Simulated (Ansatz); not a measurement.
tin monoxide (OSn), singlet, at a GFN2-xTB geometry (such geometries of metal compounds can be far from the true shape) (core potentials on Sn), with bond 1-2 at 1.25 times its length.

Ansatz (an electronic-structure program) was given this input:
Ansatz 0.2 input:
```yaml
crystal:
  periodic: [false, false, false]
  atoms:
    - {symbol: Sn, position_ang: [0.00000000, 0.00000000, -0.69973077]}
    - {symbol: O, position_ang: [0.00000000, 0.00000000, 1.55495727]}
basis:
  gaussian:
    orbitals: def2-SV_P_.json
hamiltonian:
  xc: b3lyp
```
The basis file holds def2-SV(P) in the JSON format of the Basis Set Exchange.

**Question.** What number of basis functions does B3LYP/def2-SV(P) in Ansatz give?

**Answer.** 40

**Question.** Give the total energy at the level B3LYP/def2-SV(P).

**Answer.** -289.4576 Eh
